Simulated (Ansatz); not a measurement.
Mulliken charges of ClFH$_{4}$Si$_{2}$, SMILES `F[SiH]([SiH3])Cl` from r2SCAN/def2-TZVPP in Ansatz (PBE0-D4/def2-TZVP geometry).

```
atom   x (Å)   y (Å)   z (Å)  charge (e)
  F1  -1.329   1.797   0.161      -0.309
 Si2  -0.383   0.813  -0.668       0.634
 Si3   0.539  -0.793   0.761       0.148
 Cl4  -1.534  -0.130  -2.076      -0.236
  H5   0.597   1.655  -1.392      -0.087
  H6   1.356  -0.131   1.812      -0.055
  H7   1.404  -1.694  -0.044      -0.050
  H8  -0.557  -1.574   1.390      -0.046
```

By hand: the dipole of these point charges (1 e Å = 4.8032 D).

Σ q r = (0.439, -0.106, 0.089) e Å, of length 0.460 e Å = 2.21 D.

How does the dipole of the full density compare? (An estimate is asked.)

Computed: (0.286, -0.107, 0.088) e Å, 1.53 D; the point charges give 1.44 times that, at 8° from its direction.

Point charges leave out the atoms' own dipoles, such as those of lone pairs, and Mulliken's split depends on the basis, so the two needn't agree.
